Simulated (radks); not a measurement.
Values are calculated unless marked as measured or tabulated.
These are the eigenvalues of the occupied orbitals of an atom or ion with whole-number occupations (Ry). Code: a radial shooting solver on a logarithmic mesh with Libxc functionals. Model: scalar-relativistic Kohn-Sham, LDA (Slater exchange, VWN5 correlation), spin-polarised, spherical densities, finite nucleus; Fermi nuclear charge, rms radius of each element as measured or else 0.836 A^(1/3) + 0.57 fm.

1s up: -3638.068
1s down: -3637.843
2s up: -764.3397
2s down: -764.1508
2p up: -705.7791
2p down: -705.5460
3s up: -295.4183
3s down: -294.9051
3p up: -277.4867
3p down: -276.9664

Which element is it, and in what charge state? The configuration may be excited. Open shells, if any, are filled with parallel spins first.

Answer. Z = 62, samarium, charge +45: Sm45+ in [Ne] 3s2 3p5. The list shows which subshells hold electrons but not how many an open one holds; the 1s level, -1819 hartree, gives Z - s = 60.3 by -(Z - s)^2/2, which with screening and relativity narrows Z to a few neighbours, and the depths of the outer levels then fix element, charge and occupations together.
